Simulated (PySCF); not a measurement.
GaH₃, SMILES [GaH3]. Atoms are numbered in the order given.

```xyz
4

Ga     0.0000     0.0000     0.0000
H      1.5686     0.0000     0.0000
H     -0.7843     1.3585     0.0000
H     -0.7843    -1.3585     0.0000
```

Geometry: PBE0-D3(BJ)/def2-TZVPD. The isomer is the one that the SMILES or the coordinates give; other isomers of the formula were not compared.

Calculation: C-PCM-ωB97X/def2-TZVPD run with PySCF.

The values are the electrostatic part of the solvation free energy, E(continuum) − E(gas) at the gas-phase geometry, in a cavity of scaled van der Waals radii (PySCF's table); cavitation and dispersion terms are not included. A continuum can't describe solvent molecules that bind to the metal. In vacuum the orbital gap is 11.13 eV. The dipole moment in vacuum is 0.00 D.

| solvent | ε | ΔG(elec) (kcal/mol) | dipole (D) | gap (eV) |
|---|---|---|---|---|
| water | 78.36 | -2.6 | 0.00 | 11.49 |
| n-hexane | 1.88 | -1.2 | 0.00 | 11.29 |
| ethanol | 24.85 | -2.5 | 0.00 | 11.48 |
